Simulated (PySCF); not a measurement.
BFHO (calculated)

Calculation on a computer-drawn molecule: vertical ionisation energy to the stated ion spin, frozen-core CCSD(T) at the basis limit and cheaper methods, single-reference cases, UHF for radicals, no spin-orbit; all values are single points at the evaluated structure, the first of each entry, which is the reference or a displaced copy of it and isn't optimised; the reference structure only sets the zero of the energies above reference; triples share is (T) over the correlation energy. Program: PySCF 2.14.0.

Common to all runs: charge 1; multiplicity 1; ion multiplicity 2; diffuse functions no; basis cc-pVnZ; reference is the Hartree-Fock double-zeta minimum; best is HF at quadruple zeta + MP2 correlation extrapolated from triple and quadruple zeta + CCSD(T) minus MP2 at triple zeta; basis step is the size of the change from the same recipe one zeta lower.

(1) 
```xyz
4
formula=BFHO ionisation_energy_best=23.15 ionisation_energy_basis_step=0.04201 energy_above_reference_best=2.612 energy_above_reference_basis_step=0.3933 ionisation_energy_Koopmans_at_triple_zeta=24.23 ionisation_energy_EOM_CCSD_at_triple_zeta=23.01 total_energy_HF_triple_zeta=-199.4286 total_energy_CCSD(T)_triple_zeta=-200.0075 total_energy_best=-200.1035 T1_diagnostic_at_triple_zeta=0.01493 D1_diagnostic_at_triple_zeta=0.04021 ion_T1_diagnostic_at_triple_zeta=0.03402 ion_D1_diagnostic_at_triple_zeta=0.1687 ion_spin_squared_at_triple_zeta=0.7573 triples_share_at_triple_zeta=0.03337 basis_functions_triple_zeta=104
O     -3.0686     1.0272    -0.5730
B     -2.9098     0.5352     0.5563
F     -2.5390     0.0887     1.6857
H     -2.5584     1.1445    -1.3972
```

Units: ionisation_energy_best, ionisation_energy_basis_step, ionisation_energy_Koopmans_at_triple_zeta, ionisation_energy_EOM_CCSD_at_triple_zeta in eV; energy_above_reference_best, energy_above_reference_basis_step in kcal/mol; total_energy_HF_triple_zeta, total_energy_CCSD(T)_triple_zeta, total_energy_best in hartree.

Reference structure:
```xyz
4
BFHO
O     -2.9963     0.9619    -0.5881
B     -2.7413     0.5668     0.5527
F     -2.5755     0.1635     1.7067
H     -2.5032     1.2542    -1.3570
```

Drawn bonds:
```
atom  other atom  order
   1           2      1
   2           3      1
   1           4      1
```

Triple zeta:
```
 method  ionisation energy (eV)  energy above reference (kcal/mol)
     HF                    21.6                              3.881
    PBE                    22.6                              1.573
 r2SCAN                   22.67                              2.389
  B3LYP                    22.9                              2.257
  wB97X                   22.96                              2.262
    MP2                   23.26                              2.222
   CCSD                   22.96                              2.581
CCSD(T)                   22.99                              2.319
```

(2) 
```xyz
4
formula=BFHO ionisation_energy_best=22.6 ionisation_energy_basis_step=0.03641 energy_above_reference_best=6.232 energy_above_reference_basis_step=0.9618 ionisation_energy_Koopmans_at_triple_zeta=23.68 ionisation_energy_EOM_CCSD_at_triple_zeta=22.47 total_energy_HF_triple_zeta=-199.4203 total_energy_CCSD(T)_triple_zeta=-200.0025 total_energy_best=-200.0977 T1_diagnostic_at_triple_zeta=0.01598 D1_diagnostic_at_triple_zeta=0.04265 ion_T1_diagnostic_at_triple_zeta=0.02682 ion_D1_diagnostic_at_triple_zeta=0.1208 ion_spin_squared_at_triple_zeta=0.7569 triples_share_at_triple_zeta=0.03428 basis_functions_triple_zeta=104
O     -3.0686     1.0272    -0.5730
B     -2.9013     0.5086     0.6172
F     -2.5305     0.0621     1.7466
H     -2.5584     1.1445    -1.3972
```

Units: ionisation_energy_best, ionisation_energy_basis_step, ionisation_energy_Koopmans_at_triple_zeta, ionisation_energy_EOM_CCSD_at_triple_zeta in eV; energy_above_reference_best, energy_above_reference_basis_step in kcal/mol; total_energy_HF_triple_zeta, total_energy_CCSD(T)_triple_zeta, total_energy_best in hartree.

Reference structure:
```xyz
4
BFHO
O     -2.9963     0.9619    -0.5881
B     -2.7413     0.5668     0.5527
F     -2.5755     0.1635     1.7067
H     -2.5032     1.2542    -1.3570
```

Drawn bonds:
```
atom  other atom  order
   1           2      1
   2           3      1
   1           4      1
```

Triple zeta:
```
 method  ionisation energy (eV)  energy above reference (kcal/mol)
     HF                   20.94                              9.065
    PBE                   22.24                               4.18
 r2SCAN                   22.24                              5.846
  B3LYP                   22.46                              5.791
  wB97X                   22.44                              5.765
    MP2                   22.67                              5.266
   CCSD                   22.38                              6.093
CCSD(T)                   22.43                              5.429
```

(3) 
```xyz
4
formula=BFHO ionisation_energy_best=21.38 ionisation_energy_basis_step=0.02588 energy_above_reference_best=31.73 energy_above_reference_basis_step=1.938 ionisation_energy_Koopmans_at_triple_zeta=22.54 ionisation_energy_EOM_CCSD_at_triple_zeta=21.25 total_energy_HF_triple_zeta=-199.3734 total_energy_CCSD(T)_triple_zeta=-199.9629 total_energy_best=-200.0571 T1_diagnostic_at_triple_zeta=0.01882 D1_diagnostic_at_triple_zeta=0.05318 ion_T1_diagnostic_at_triple_zeta=0.02127 ion_D1_diagnostic_at_triple_zeta=0.0734 ion_spin_squared_at_triple_zeta=0.7578 triples_share_at_triple_zeta=0.03633 basis_functions_triple_zeta=104
O     -3.0686     1.0272    -0.5730
B     -2.8811     0.4460     0.7609
F     -2.5103    -0.0005     1.8903
H     -2.5584     1.1445    -1.3972
```

Units: ionisation_energy_best, ionisation_energy_basis_step, ionisation_energy_Koopmans_at_triple_zeta, ionisation_energy_EOM_CCSD_at_triple_zeta in eV; energy_above_reference_best, energy_above_reference_basis_step in kcal/mol; total_energy_HF_triple_zeta, total_energy_CCSD(T)_triple_zeta, total_energy_best in hartree.

Reference structure:
```xyz
4
BFHO
O     -2.9963     0.9619    -0.5881
B     -2.7413     0.5668     0.5527
F     -2.5755     0.1635     1.7067
H     -2.5032     1.2542    -1.3570
```

Drawn bonds:
```
atom  other atom  order
   1           2      1
   2           3      1
   1           4      1
```

Triple zeta:
```
 method  ionisation energy (eV)  energy above reference (kcal/mol)
     HF                   19.57                              38.53
    PBE                    21.3                              27.68
 r2SCAN                   21.16                              31.29
  B3LYP                   21.34                              31.26
  wB97X                   21.24                               31.4
    MP2                   21.42                              30.32
   CCSD                   21.11                              31.87
CCSD(T)                   21.21                              30.29
```

(4) 
```xyz
4
formula=BFHO ionisation_energy_best=21.1 ionisation_energy_basis_step=0.0235 energy_above_reference_best=40.29 energy_above_reference_basis_step=2.129 ionisation_energy_Koopmans_at_triple_zeta=22.3 ionisation_energy_EOM_CCSD_at_triple_zeta=20.96 total_energy_HF_triple_zeta=-199.3580 total_energy_CCSD(T)_triple_zeta=-199.9493 total_energy_best=-200.0434 T1_diagnostic_at_triple_zeta=0.01963 D1_diagnostic_at_triple_zeta=0.05641 ion_T1_diagnostic_at_triple_zeta=0.02086 ion_D1_diagnostic_at_triple_zeta=0.0678 ion_spin_squared_at_triple_zeta=0.7583 triples_share_at_triple_zeta=0.03682 basis_functions_triple_zeta=104
O     -3.0686     1.0272    -0.5730
B     -2.8758     0.4298     0.7982
F     -2.5050    -0.0167     1.9276
H     -2.5584     1.1445    -1.3972
```

Units: ionisation_energy_best, ionisation_energy_basis_step, ionisation_energy_Koopmans_at_triple_zeta, ionisation_energy_EOM_CCSD_at_triple_zeta in eV; energy_above_reference_best, energy_above_reference_basis_step in kcal/mol; total_energy_HF_triple_zeta, total_energy_CCSD(T)_triple_zeta, total_energy_best in hartree.

Reference structure:
```xyz
4
BFHO
O     -2.9963     0.9619    -0.5881
B     -2.7413     0.5668     0.5527
F     -2.5755     0.1635     1.7067
H     -2.5032     1.2542    -1.3570
```

Drawn bonds:
```
atom  other atom  order
   1           2      1
   2           3      1
   1           4      1
```

Triple zeta:
```
 method  ionisation energy (eV)  energy above reference (kcal/mol)
     HF                   19.26                              48.15
    PBE                   21.05                              35.83
 r2SCAN                   20.89                              39.92
  B3LYP                   21.07                              39.87
  wB97X                   20.95                               40.1
    MP2                   21.13                              38.98
   CCSD                   20.82                               40.6
CCSD(T)                   20.93                               38.8
```

(5) 
```xyz
4
formula=BFHO ionisation_energy_best=22.95 ionisation_energy_basis_step=0.03494 energy_above_reference_best=3.932 energy_above_reference_basis_step=0.4799 ionisation_energy_Koopmans_at_triple_zeta=23.99 ionisation_energy_EOM_CCSD_at_triple_zeta=22.8 total_energy_HF_triple_zeta=-199.4299 total_energy_CCSD(T)_triple_zeta=-200.0042 total_energy_best=-200.1014 T1_diagnostic_at_triple_zeta=0.01365 D1_diagnostic_at_triple_zeta=0.03657 ion_T1_diagnostic_at_triple_zeta=0.02336 ion_D1_diagnostic_at_triple_zeta=0.1071 ion_spin_squared_at_triple_zeta=0.7568 triples_share_at_triple_zeta=0.03229 basis_functions_triple_zeta=104
O     -3.0167     0.9971    -0.5763
B     -2.7438     0.5310     0.5483
F     -2.5817     0.1754     1.6529
H     -2.5012     1.2709    -1.3661
```

Units: ionisation_energy_best, ionisation_energy_basis_step, ionisation_energy_Koopmans_at_triple_zeta, ionisation_energy_EOM_CCSD_at_triple_zeta in eV; energy_above_reference_best, energy_above_reference_basis_step in kcal/mol; total_energy_HF_triple_zeta, total_energy_CCSD(T)_triple_zeta, total_energy_best in hartree.

Reference structure:
```xyz
4
BFHO
O     -2.9963     0.9619    -0.5881
B     -2.7413     0.5668     0.5527
F     -2.5755     0.1635     1.7067
H     -2.5032     1.2542    -1.3570
```

Drawn bonds:
```
atom  other atom  order
   1           2      1
   2           3      1
   1           4      1
```

Triple zeta:
```
 method  ionisation energy (eV)  energy above reference (kcal/mol)
     HF                    21.3                               3.05
    PBE                   22.61                               4.66
 r2SCAN                   22.61                              4.121
  B3LYP                   22.81                              4.132
  wB97X                   22.78                              4.267
    MP2                   23.01                              4.437
   CCSD                   22.73                              4.116
CCSD(T)                   22.79                              4.339
```
